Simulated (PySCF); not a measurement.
C₆ coefficients of unlike pairs at UHF

Calculated with PySCF 2.14 from the dipole response of each species, C₆(A,B) = (3/π) ∫ α_A(iu) α_B(iu) du, in atomic units, from isotropic polarisabilities. For ions this is the dispersion term alone; charge-induced terms of lower order in 1/R come first.

```
species      configuration                                                                           basis     relativity  α (bohr³)  C₆ (like pair)
    V²⁺      [Ar] 3d3 (4F)                                                     aug-cc-pwCVTZ (10s9p7d4f3g)           none      3.922           11.90
   Ne³⁺  [He] 2s2 2p3 (4S)                                                       aug-cc-pVTZ-DK (5s4p3d2f)  spin-free X2C     0.7078          0.6081
    P³⁺      [Ne] 3s2 (1S)                                                  aug-cc-pV(5+d)Z (8s7p6d4f3g2h)           none      7.164           18.77
   Zn³⁺      [Ar] 3d9 (2D)  x2c-TZVPPall with one added diffuse shell each of s, p, d, f type (7s6p5d3f1g)  spin-free X2C      1.332           2.957
```

Task: Estimate C₆ for P³⁺ with Ne³⁺.

Result: The integral gives 2.830. The combination rule 2 C_A C_B / (C_A α_B/α_A + C_B α_A/α_B) gives 2.850 and the geometric mean 3.378.

No spin-orbit coupling is included.

The other pairs:

```tsv
pair	C₆
Ne³⁺, V²⁺	2.638
Zn³⁺, Ne³⁺	1.333
Zn³⁺, P³⁺	5.805
P³⁺, V²⁺	13.73
Zn³⁺, V²⁺	5.664
```
